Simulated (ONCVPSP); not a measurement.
**Before and after: ONCV potential for Li**

lithium (Li), optimised norm-conserving Vanderbilt (ONCV), made with ONCVPSP 4.0.1 (PBEsol, scalar-relativistic). Core [He], reference 2s0.75 2p0.25. Waves: 2s: rc 3.15 bohr, ncon 4, nbas 9, qcut 2.6 1/bohr, 2 projectors, debl 2.2 Ha; 2p: rc 4.00 bohr, ncon 3, nbas 6, qcut 2 1/bohr, 3 projectors, debl 3.1 Ha. Local part: polynomial inside 2.25 bohr (lpopt 3, dvloc0 0 Ha). Core correction: Teter function fitted to the true core (icmod 2), fcfact 0.4.

Change: p: rc 3.64.

Cutoffs: the cutoffs (Ha) at which the residual kinetic energy of the hardest occupied pseudo-wave falls to 1 and 0.1 mHa per electron; they do not see the model core or the augmentation charge, which bear on the density cutoff. Errors are all-electron minus pseudo energies relative to the spin-unpolarised reference configuration.

Problem. What does the change do?

Solution. The potential gets harder (1.7 Ha and 2.6 Ha → 1.7 Ha and 3.2 Ha); the errors of the 3 common tests hardly move; neither file shows a bound ghost. A smaller radius makes the pseudo-wave follow the all-electron one further in, where it bends more sharply, so more plane waves are needed.

```csv
quantity,base,changed
"cutoff, loose",1.7 Ha,1.7 Ha
"cutoff, tight",2.6 Ha,3.2 Ha
loose cutoff by channel,"s 1.7 Ha, p 1.3 Ha","s 1.7 Ha, p 1.5 Ha"
bound ghosts,none,none
GHOST(+) flags under 300 eV,p at 177.1 eV,p at 177.9 eV
"error for 2s1 2p0, meV [ΔE -0.44 eV]",-0.7,-0.7
"error for 2s0.5 2p0, meV [ΔE 1.57 eV]",+4.6,+4.3
"error for 2s0 2p1, meV [ΔE 1.32 eV]",-7.9,-7.0
s: phases at 3.20 bohr within 0.05 rad from the reference energy up to (Ha; the scan ends near 5),0.8,0.8
"rms error of d²Exc/dni dnj with the model core, mHa",2.16,2.19
```

Base: The cutoffs count occupied waves only; projector 3 of the p channel, the hardest unoccupied one, needs 41 Ha at the loose tolerance. Changed file: The cutoffs count occupied waves only; projector 2 of the s channel, the hardest unoccupied one, needs 27 Ha at the loose tolerance.
